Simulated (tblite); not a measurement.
Isomers of C5H9OP. All values are computed: GFN2-xTB (tblite) harmonic vibrations without scaling, gas phase. Against measured fundamentals such values can be off by several per cent, at times by over 20. Modes of hydrogen on phosphorus can be 10 to 20 % off. One conformer each.

Electronic energies: GFN2-xTB at the same geometries; isomer energies are rough at this level and their order can be wrong.

```json
{"SMILES": "C/C=C/P=C\\OC", "electronic energy, lowest = 0 (kJ/mol)": "191.0"}
{"SMILES": "CO/C=P/C1CC1", "electronic energy, lowest = 0 (kJ/mol)": "177.0"}
{"SMILES": "C=C[C@@H]1CC[P@H]1=O", "electronic energy, lowest = 0 (kJ/mol)": "0.0"}
{"SMILES": "C=C[P@@H](=O)/C=C\\C", "electronic energy, lowest = 0 (kJ/mol)": "51.5"}
```

Problem. How do GFN2-xTB zero-point energies change the relative energies?

Solution. 
```tsv
SMILES	ZPE (kJ/mol)	of it from modes above 1550 cm⁻¹	electronic (kJ/mol)	with ZPE, lowest = 0 (kJ/mol)	lowest mode (cm⁻¹)	rings
C=C[C@@H]1CC[P@H]1=O	333.0	168.0	0.0	0.0	97	1
C=C[P@@H](=O)/C=C\C	326.8	179.4	51.5	45.3	66	0
CO/C=P/C1CC1	338.0	163.0	177.0	181.9	81	1
C/C=C/P=C\OC	331.7	171.6	191.0	189.7	57	0
```

The zero-point energies span 11.2 kJ/mol, from `C=C[P@@H](=O)/C=C\C` to `CO/C=P/C1CC1`. The order is unchanged.

Problem. What do entropy and thermal enthalpy add at 298.15 K and 1 bar (rigid rotor, harmonic oscillator, one conformer each)?

Solution. 
```json
{"SMILES": "C=C[C@@H]1CC[P@H]1=O", "point group": "C1", "symmetry number": "1", "S (J/(mol K))": "359.9", "H − H(0) (kJ/mol)": "22.72", "ZPE + H − H(0) − TS (kJ/mol)": "248.4"}
{"SMILES": "C=C[P@@H](=O)/C=C\\C", "point group": "C1", "symmetry number": "1", "S (J/(mol K))": "388.2", "H − H(0) (kJ/mol)": "26.17", "ZPE + H − H(0) − TS (kJ/mol)": "237.2"}
{"SMILES": "CO/C=P/C1CC1", "point group": "Cs", "symmetry number": "1", "S (J/(mol K))": "371.3", "H − H(0) (kJ/mol)": "24.03", "ZPE + H − H(0) − TS (kJ/mol)": "251.3"}
{"SMILES": "C/C=C/P=C\\OC", "point group": "Cs", "symmetry number": "1", "S (J/(mol K))": "406.0", "H − H(0) (kJ/mol)": "27.66", "ZPE + H − H(0) − TS (kJ/mol)": "238.3"}
```
